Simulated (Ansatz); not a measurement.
`[SiH3]B[SiH2]Cl` + H–F → `FB[SiH2]Cl` + SiH₄ at 700 K and 1 bar (cleavage of the B–Si bond).

Gas-phase electronic energies from Ansatz, PBE0-D4/def2-TZVP geometries. CCSD(T)/CBS adds triple-zeta CCSD(T) − MP2 to the extrapolated MP2 energy (def2 sets, frozen cores). This one scheme is used for every species. One conformer a species, not always the lowest.

| species | CCSD(T)/CBS energy (Eh) | H − E (kJ/mol) | S (J/(mol·K)) |
| --- | --- | --- | --- |
| `[SiH3]B[SiH2]Cl` | -1066.33624 | 226.5 | 498.0 |
| H–F | -100.39570 | 45.2 | 198.5 |
| `FB[SiH2]Cl` | -875.32301 | 148.5 | 414.6 |
| SiH₄ | -291.46306 | 115.5 | 252.9 |

H − E and S are ideal-gas, rigid-rotor, harmonic terms from PBE0-D4/def2-TZVP, for one conformer and one mirror image of each species. 1 Eh = 2625.50 kJ/mol, R = 8.31446 J/(mol·K).

By hand: ΔE, ΔH, ΔS and ΔG.

ΔE = (-875.32301) + (-291.46306) − (-1066.33624) − (-100.39570) = -0.05413 Eh = -142.1 kJ/mol. Δ(H − E) = 148.5 + 115.5 − 226.5 − 45.2 = -7.7, so ΔH = -149.8 kJ/mol. ΔS = 414.6 + 252.9 − 498.0 − 198.5 = -29.0 J/(mol·K). ΔG = -149.8 − 700 × (-29.0)/1000 = -129.5 kJ/mol.

By hand: the equilibrium constant, and the temperature at which ΔG would vanish if ΔH and ΔS stayed fixed.

log₁₀ K = −ΔG/(RT ln 10) = 9.7. ΔG = 0 at ΔH/ΔS = 5166 K, far beyond where these terms or the molecules hold.

ΔH outweighs TΔS. A doubt of 5 kJ/mol in ΔE shifts log₁₀ K by 0.4 here. Other conformers and mirror images would add mixing entropy, several J/(mol·K) or more a flexible species. Modes under 60 cm⁻¹, often nearly free rotors, make the harmonic entropy too high. These are equilibria of isolated gas molecules and say nothing of rates. Largest T1 diagnostic: 0.012 (customary marks: 0.02 for closed shells, 0.045 for open ones).
